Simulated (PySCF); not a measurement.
Peak assignment

Molfile (atoms numbered from 1):
```
C2H10O3Si4
     RDKit          3D

 19 18  0  0  0  0  0  0  0  0999 V2000
    1.9658    0.3674    1.2821 C   0  0  0  0  0  0  0  0  0  0  0  0
    1.9448    0.1050    0.0932 C   0  0  0  0  0  0  0  0  0  0  0  0
    1.8380   -0.3051   -1.6972 Si  0  0  0  0  0  4  0  0  0  0  0  0
    0.2505   -0.6002   -2.0762 O   0  0  0  0  0  0  0  0  0  0  0  0
   -1.2165   -0.2064   -1.4244 Si  0  0  0  0  0  4  0  0  0  0  0  0
   -1.5321   -1.1803   -0.1401 O   0  0  0  0  0  0  0  0  0  0  0  0
   -0.8822   -2.1971    1.0012 Si  0  0  0  0  0  4  0  0  0  0  0  0
   -1.1799    1.3568   -0.9293 O   0  0  0  0  0  0  0  0  0  0  0  0
   -0.9978    2.4182    0.3349 Si  0  0  0  0  0  4  0  0  0  0  0  0
    1.9867    0.5985    2.3328 H   0  0  0  0  0  0  0  0  0  0  0  0
    2.3591    0.8454   -2.4830 H   0  0  0  0  0  0  0  0  0  0  0  0
    2.6351   -1.5296   -1.9659 H   0  0  0  0  0  0  0  0  0  0  0  0
   -2.2522   -0.3816   -2.4557 H   0  0  0  0  0  0  0  0  0  0  0  0
    0.3865   -2.8037    0.4997 H   0  0  0  0  0  0  0  0  0  0  0  0
   -0.6098   -1.4436    2.2598 H   0  0  0  0  0  0  0  0  0  0  0  0
   -1.8736   -3.2751    1.2784 H   0  0  0  0  0  0  0  0  0  0  0  0
   -2.1500    3.3652    0.3266 H   0  0  0  0  0  0  0  0  0  0  0  0
   -0.9711    1.6895    1.6383 H   0  0  0  0  0  0  0  0  0  0  0  0
    0.2693    3.1838    0.1626 H   0  0  0  0  0  0  0  0  0  0  0  0
  1  2  3  0
  2  3  1  0
  3  4  1  0
  4  5  1  0
  5  6  1  0
  6  7  1  0
  5  8  1  0
  8  9  1  0
  1 10  1  0
  3 11  1  0
  3 12  1  0
  5 13  1  0
  7 14  1  0
  7 15  1  0
  7 16  1  0
  9 17  1  0
  9 18  1  0
  9 19  1  0
M  END
```

[PySCF 2.14.0 with density-fitted response routines: PBE0-D3(BJ)/def2-SVP structure; shieldings: GIAO HF/pcSseg-1; isolated molecule; averaged over atoms made equivalent by symmetry, fast rotation or ring inversion; relativity neglected; a single conformation]

δ = σ(ref) − σ, references computed at the same level: $^{13}$C and $^{1}$H against TMS.

Q: Assign these signals to the numbered atoms. $^{13}$C{$^{1}$H} NMR (computed): δ 112.4, 88.0.

A: 
| δ (ppm) | atoms | environment | reason |
| --- | --- | --- | --- |
| 112.4 | C1 | terminal alkyne carbon | – |
| 88.0 | C2 | alkyne carbon | the triple bond shields along its axis, which puts it between sp3 and sp2 carbons |

Q: Assign these signals to the numbered atoms. $^{1}$H NMR (600 MHz, computed): δ 4.56 (s, 6H), 4.49 (d, 2H), 3.79 (s, 1H), 3.05 (t, 1H).

A: 
4.56 → H14/H15/H16/H17/H18/H19, hydrogen on a silicon bonded to O
4.49 → H11/H12, hydrogen on a silicon bonded to C, O
3.79 → H13, hydrogen on a silicon bonded to 3 O
3.05 → H10, hydrogen on a terminal alkyne carbon: it lies on the axis of the triple bond, in its shielding cone

H14/H15/H16/H17/H18/H19 and H11/H12 lie closer than the usual error of such a calculation, so a measured spectrum could show them in the other order.

Shifts are as computed. Against solution values, carbons near 30 ppm lie about -0 ppm off and those near 130 ppm about +7 ppm. Of 1309 compounds with measured shifts, 239 miss one by over three times the rms of a fit or turn the order of signals round; such compounds aren't used in these exercises. Multiplicities follow the n + 1 count of equivalent neighbours, as no J values were calculated; m marks all less simple cases, F and P coupling included.
